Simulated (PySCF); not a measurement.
## Nuclear quadrupole coupling in `CC#CC#C/C=N/C`

Species: C7H7N.
Geometry (GFN2-xTB, Å), atoms numbered from 1 in this order:
```xyz
15
C7H7N angstrom
C     -4.6235    0.0277    0.2733
C     -3.1849   -0.0367    0.2763
C     -1.9775   -0.0898    0.2770
C     -0.6258   -0.1500    0.2782
C      0.5864   -0.1992    0.2762
C      1.9847   -0.3049    0.3136
N      2.7337    0.4758   -0.3390
C      4.1474    0.3293   -0.2711
H     -5.0152   -0.2768    1.2445
H     -5.0238   -0.6371   -0.4931
H     -4.9519    1.0458    0.0620
H      2.3714   -1.1187    0.9536
H      4.4805   -0.4951    0.3775
H      4.5702    1.2687    0.0901
H      4.5238    0.1689   -1.2833
```

Field gradients from the PBE0/pcSseg-1 density (PySCF, non-relativistic), principal values in atomic units, ordered |Vxx| ≤ |Vyy| ≤ |Vzz|:

```tsv
atom	Vxx	Vyy	Vzz
N7	0.3601	0.8116	-1.1717
```

Q: Find the asymmetry η = (Vxx − Vyy)/Vzz and the couplings χ = eQV/h (234.96 MHz × Q in barn × V in au), with Q(14N) = 0.02044 b.

A: 
```csv
atom,environment,nucleus,η,χzz (MHz),χxx (MHz),χyy (MHz)
N7,imine nitrogen,14N,0.39,-5.63,1.73,3.90
```

The tensor is traceless: Vxx + Vyy + Vzz = 0.

Q: What is Vzz at N7 in SI units (1 au = 9.71736 × 10²¹ V/m²)?

A: -1.1717 au = -11.386 × 10²¹ V/m².

Q: What couplings would deuterons (Q(2H) = 0.00286 b) have in place of the hydrogens, at this geometry?

A: 
```tsv
atom	bonded to	bond length (Å)	Vzz (au)	η	χzz (kHz)
H9	C1	1.091	0.3063	0.03	206
H10	C1	1.091	0.3063	0.03	206
H11	C1	1.090	0.3064	0.03	206
H12	C6	1.105	0.2767	0.08	186
H13	C8	1.101	0.2851	0.07	192
H14	C8	1.092	0.3034	0.04	204
H15	C8	1.092	0.3032	0.04	204
```

Geometry: GFN2-xTB; no solvent, vibrations or thermal averaging. GFN2-xTB bond lengths can be off by several hundredths of an ångström, more for odd bonds, and the gradients follow them. A larger basis could move these couplings by a tenth or more.
